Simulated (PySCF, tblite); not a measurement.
A complex of Mg2+ and 3 × ammonia

A gas-phase complex of Mg2+ and 3 × ammonia; charge +2, singlet. The structure comes from a short search (6 tight-binding starts) and was relaxed by PBE0-D3(BJ)/def2-SVPD; another way of binding may lie lower. No frequency run checks that it is a minimum.

```json
{"part": "1", "name": "Mg2+", "SMILES": "[Mg+2]", "atoms": "1", "charge": "+2", "multiplicity": "1"}
{"part": "2", "name": "ammonia", "SMILES": "N", "atoms": "2–5", "charge": "0", "multiplicity": "1"}
{"part": "3", "name": "ammonia", "SMILES": "N", "atoms": "6–9", "charge": "0", "multiplicity": "1"}
{"part": "4", "name": "ammonia", "SMILES": "N", "atoms": "10–13", "charge": "0", "multiplicity": "1"}
```

Coordinates in Å:
```
Mg1     0.201   -2.266    1.861
N2     -1.408   -0.920    2.056
H3     -1.247   -0.169    2.735
H4     -1.658   -0.430    1.191
H5     -2.285   -1.355    2.363
N6      0.955   -2.723   -0.050
H7      0.259   -3.120   -0.691
H8      1.332   -1.914   -0.556
H9      1.721   -3.403   -0.055
N10     1.050   -3.152    3.570
H11     0.532   -2.978    4.438
H12     1.124   -4.174    3.520
H13     2.005   -2.838    3.777
```

| contact | kind (by geometry) | distance (Å) | angle (°) |
| --- | --- | --- | --- |
| Mg1···N10 | ion contact | 2.104 | - |
| Mg1···N6 | ion contact | 2.105 | - |
| Mg1···N2 | ion contact | 2.106 | - |

Interaction energies are complex less parts, with the parts frozen as they stand in it; counterpoise-corrected, in kcal/mol (PySCF).

Task: Give the interaction energy at each level run.

Result: 
```
                  level  interaction  superposition error removed
wB97M-D3(BJ)/def2-TZVPD      -246.55                        -0.74
 PBE0-D3(BJ)/def2-TZVPD      -249.63                        -0.64
```

Task: What holds them together? Decompose the wB97M-D3(BJ)/def2-TZVPD energy: frozen parts, their antisymmetrised product, then relaxation.

Result: electrostatic -218.2, Pauli repulsion +77.1, orbital relaxation -102.3, dispersion correction -3.8 kcal/mol, which sum to the value before the counterpoise correction; the Pauli term holds the exchange-correlation of the frozen density too. Of the attraction, 67 % is electrostatic, 32 % is orbital relaxation, 1 % is dispersion correction.

Task: Are the pair energies additive?

Result: The pairs sum to -293.00 kcal/mol (1–2 -100.1, 1–3 -100.1, 1–4 -100.1, 2–3 2.4, 2–4 2.4, 3–4 2.4); the rest of +46.44 is a many-body weakening.

The parts were also relaxed and run alone, at the levels used for the complex: shieldings by PBE0/pcSseg-2; core levels by delta-SCF with SCAN, pcX-2 on the ionised atom and pcseg-1 elsewhere, spin-free X2C.

Task: What does binding change?

Result: 
```tsv
property	alone	in the complex	change
shielding of Mg1 (ppm)	695.0	523.0	-172.0
shielding of N10 (ppm)	262.5	255.1	-7.4
shielding of N6 (ppm)	262.5	255.1	-7.4
Mg1 1s core level (eV)	1334.62	1322.11	-12.50
N6 1s core level (eV)	405.54	416.28	+10.73
N10 1s core level (eV)	405.54	416.28	+10.74
```

Multiply charged ions in the gas phase bind far more strongly than in solution.
